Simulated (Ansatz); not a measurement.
Dissociation curve of LiNa, singlet.

Levels of theory: RKS-BLYP = restricted BLYP/def2-SVP in Ansatz (an electronic-structure program); FCI = full CI/def2-SVP, frozen core in Ansatz.

Energies relative to the lowest point of each curve near equilibrium, in kJ/mol:

```json
[
 {"R / Å": "2.34", "RKS-BLYP": "29.0"},
 {"R / Å": "2.76", "RKS-BLYP": "1.9"},
 {"R / Å": "2.82", "RKS-BLYP": "0.8"},
 {"R / Å": "2.93", "RKS-BLYP": "0.0"},
 {"R / Å": "3.04", "RKS-BLYP": "0.6"},
 {"R / Å": "3.09", "RKS-BLYP": "1.2"},
 {"R / Å": "3.28", "RKS-BLYP": "5.2"},
 {"R / Å": "3.34", "RKS-BLYP": "6.9"},
 {"R / Å": "3.57", "RKS-BLYP": "14.7"},
 {"R / Å": "5.28", "RKS-BLYP": "74.9"},
 {"R / Å": "7.20", "RKS-BLYP": "103.2"},
 {"R / Å": "8.81", "RKS-BLYP": "110.0"}
]
```

Q: What does FCI give at the same points?

A: 2.34: 37.0; 2.76: 3.9; 2.82: 2.1; 2.93: 0.3; 3.04: 0.0; 3.09: 0.3; 3.28: 3.3; 3.34: 4.8; 3.57: 11.9; 5.28: 63.0; 7.20: 73.2; 8.81: 73.9 (kJ/mol).

The restricted form behind RKS-BLYP keeps the bonding electrons paired and can't separate into open-shell fragments.
